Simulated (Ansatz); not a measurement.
Start from `BCN(B)C` and change one atom or group to get `BN(C)[SiH2]Cl`.

Ansatz, PBE0-D4/def2-TZVP geometries, multiplicity 1. Each molecule was computed in one conformer, which needn't be the lowest.

```json
{"property": "size of the dipole moment (PBE/def2-TZVPP) / D", "`BCN(B)C`": "2.31"}
{"property": "LUMO energy (B3LYP/def2-TZVPP) / eV", "`BCN(B)C`": "-1.58"}
{"property": "size of the dipole moment (B3LYP/def2-TZVPP) / D", "`BCN(B)C`": "2.16"}
{"property": "HOMO–LUMO gap (PBE/def2-TZVPP) / eV", "`BCN(B)C`": "3.90"}
{"property": "HOMO energy (ωB97M-V/def2-TZVPP) / eV", "`BCN(B)C`": "-9.81"}
{"property": "HOMO energy (PBE/def2-TZVPP) / eV", "`BCN(B)C`": "-6.31"}
```

(1) Give the same properties after the change, and the shifts. (An estimate is asked.)

Answers

(1) The calculation gave: 
```tsv
property	`BN(C)[SiH2]Cl`	shift
size of the dipole moment (PBE/def2-TZVPP) / D	1.43	-0.88
LUMO energy (B3LYP/def2-TZVPP) / eV	-0.61	0.97
size of the dipole moment (B3LYP/def2-TZVPP) / D	1.43	-0.73
HOMO–LUMO gap (PBE/def2-TZVPP) / eV	5.80	1.90
HOMO energy (ωB97M-V/def2-TZVPP) / eV	-10.70	-0.89
HOMO energy (PBE/def2-TZVPP) / eV	-7.15	-0.84
```

With PBE0 the HOMO falls by 0.89 eV and the LUMO rises by 0.96 eV, so the gap widens by about 1.85 eV. PBE moves the HOMO by -0.84 eV and ωB97M-V by -0.89 eV. Dipoles are sizes alone; their direction can turn.

B3LYP here is the variant with VWN-RPA as its local correlation; programs differ in this.
